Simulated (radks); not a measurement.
Tm+, configuration [Xe] 4f13 6s1 (the NIST ground configuration). Method: scalar-relativistic Kohn-Sham, BLYP, spin-unpolarised, spherical densities, point nucleus; computed with a radial shooting solver on a logarithmic mesh with Libxc functionals.

Normalised radial functions P(r) = r R(r), r in bohr:

```
   r/bohr * 4d (the largest magnitude, 1.46, reaches the edge; | marks zero)
 0.002896                             *
 0.003924                             *
 0.005318                             *
 0.007266                             *
 0.009847                             *
  0.01345                             *
  0.01823                             |*
  0.02471                             |*
  0.03376                             | *
  0.04575                             |    *
   0.0625                             |       *
  0.08471                             |           *
   0.1148                             |              *
   0.1568                             |             *
   0.2126                             |     *
   0.2881                    *        |
   0.3935      *                      |
   0.5334  *                          |
   0.7286         *                   |
   0.9875                   *         |
    1.338                          *  |
    1.828                            *|
    2.478                             *
    3.358                             *
    4.588                             *
    6.218                             *
    8.495                             *
    11.51                             *
```

4d: eigenvalue -178.03 eV, 1 radial node at r = 0.240 bohr, <r> = 0.572 bohr, 90 % of the charge inside 0.860 bohr.
